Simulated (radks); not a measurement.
Trend from Cu to Au: ionisation energy by Delta-SCF between NIST ground configurations, and size. Method: scalar-relativistic Kohn-Sham, BLYP, spin-polarised, spherical densities, finite nucleus; open shells are filled with parallel spins first (spin-orbit coupling, left out, can overturn this in heavy ions); Fermi nuclear charge, rms radius of each element as measured or else 0.836 A^(1/3) + 0.57 fm; computed with a radial shooting solver on a logarithmic mesh with Libxc functionals.

| species | configuration | IE (eV) | NIST (eV) | kind | -e(HOMO) (eV) | outermost | <r> outermost (bohr) | r at 0.001 e/bohr^3 (bohr) |
|---|---|---|---|---|---|---|---|---|
| Cu | [Ar] 3d10 4s1 | 8.443 | 7.726 | exp. | 4.879 (3d) | 4s | 2.89 | 4.09 |
| Ag | [Kr] 4d10 5s1 | 8.002 | 7.576 | exp. | 4.677 (5s) | 5s | 3.13 | 4.27 |
| Au | [Xe] 4f14 5d10 6s1 | 9.593 | 9.226 | exp. | 6.002 (6s) | 6s | 2.86 | 4.29 |

Reference values: NIST Atomic Spectra Database (measured).
